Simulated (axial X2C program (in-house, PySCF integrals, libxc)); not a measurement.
## Bond lengths and stretching modes, held linear, of FSbF

Calculated with an in-house all-electron X2C program for linear molecules (integrals from PySCF): two-component X2C with atomic mean-field Coulomb and Gaunt terms, Gaussian nuclei, basis F dyall-av3z, Sb dyall-v3z with contracted cores. Spin-free rows use the one-electron spin-free X2C Hamiltonian.

Masses F 18.998, Sb 120.904, F 18.998 u. States: 2c Ω = 1/2 (beyond evenly filled blocks: ω = 1/2); spin-free M_S = 1/2, Λ = 1 (beyond evenly filled blocks: π+α).

MP2, spin-free: energies above the lowest point

| r(F–Sb) (Å) | r(Sb–F) (Å) | E (meV) |
| --- | --- | --- |
| 1.9539 | 1.9539 | 47.40 |
| 1.9539 | 2.0040 | 20.46 |
| 1.9539 | 2.0541 | 37.04 |
| 2.0040 | 1.9539 | 20.46 |
| 2.0040 | 2.0040 | 0.00 |
| 2.0040 | 2.0541 | 22.72 |
| 2.0040 | 2.1042 | 79.57 |
| 2.0541 | 1.9539 | 37.04 |
| 2.0541 | 2.0040 | 22.72 |
| 2.0541 | 2.0541 | 51.27 |
| 2.1042 | 2.0040 | 79.57 |
| 2.1042 | 2.1042 | 181.15 |

Task: Fit a quadratic surface with cubic terms in each bond: where is the minimum, and what are the two stretching wavenumbers?

Result: At MP2, spin-free: bonds 2.001 and 2.001 Å; harmonic stretches 529.8 and 531.0 cm⁻¹; force constants 2.77, 2.77 and coupling 0.37 mdyn/Å.

The other levels and Hamiltonians give:

| Hamiltonian | level | r(F–Sb) (Å) | r(Sb–F) (Å) | lower stretch (cm⁻¹) | upper stretch (cm⁻¹) |
| --- | --- | --- | --- | --- | --- |
| 2c | PBE0 | 2.005 | 2.005 | 518.6 | 522.2 |
| 2c | HF | 1.989 | 1.989 | 509.7 | 535.0 |
| 2c | TPSSh | 2.014 | 2.014 | 513.7 | 515.5 |
| 2c | MP2 | 2.004 | 2.004 | 528.3 | 529.2 |
| spin-free | PBE0 | 2.002 | 2.002 | 519.9 | 523.7 |
| spin-free | HF | 1.986 | 1.986 | 511.5 | 536.6 |
| spin-free | TPSSh | 2.012 | 2.012 | 514.6 | 516.7 |

Each state is one determinant, the lowest of a limited PBE0 search; the stretches come from a fit to these few points and carry an uncertainty of a few per cent. Other orders of the atoms were not compared. MP2 freezes inner shells (threshold -2 hartree). The molecule was held linear; bending was not examined, so a bent shape may lie lower. Note: functional without a current term on a determinant with orbital currents, of the molecule or an atom.
